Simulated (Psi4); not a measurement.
CuF₂ (SMILES [F][Cu][F]), doublet, geometry from GFN2-xTB (such geometries of metal compounds can be far from the true shape). Base run: HF/def2-SV(P) (Psi4 1.11).

The Psi4 input:
```
memory 2 GB

molecule mol {
0 2
  Cu    0.000000    0.000000    0.000000
  F     0.000000    0.000000    1.701134
  F    -0.000000   -0.000000   -1.701134
}

set basis def2-sv(p)
set reference uhf
set stability_analysis check
set scf_type pk

energy('scf')
print_variables()
```

The bond that is stretched is that between atoms 3 and 1. A test that says stable can miss a lower solution.

Each row names what was changed in the base input (with any setting that the change needs).

```
change                                                     ΔE vs base (mEh)  <S^2>        outcome
---------------------------------------------------------  ----------------  -----  -------------
base                                                                  0.000  0.752      converged
stability_analysis = follow; reference = uhf                          0.000  0.752      converged
bond × 1.25                                                          58.849  0.751      converged
stability_analysis = follow; reference = uhf; bond × 1.25            58.849  0.751      converged
bond × 1.5                                                                -      -  not converged
stability_analysis = follow; reference = uhf; bond × 1.5                  -      -  not converged
bond × 1.8                                                            113.0  0.753      converged
stability_analysis = follow; reference = uhf; bond × 1.8              113.0  0.753      converged
bond × 2.2                                                            115.3  0.752      converged
stability_analysis = follow; reference = uhf; bond × 2.2              115.3  0.752      converged
bond × 3.0                                                            116.1  0.752      converged
stability_analysis = follow; reference = uhf; bond × 3.0              116.1  0.752      converged
```

On stretching, the SCF can end on different states; <S^2> shows the spin contamination of each.
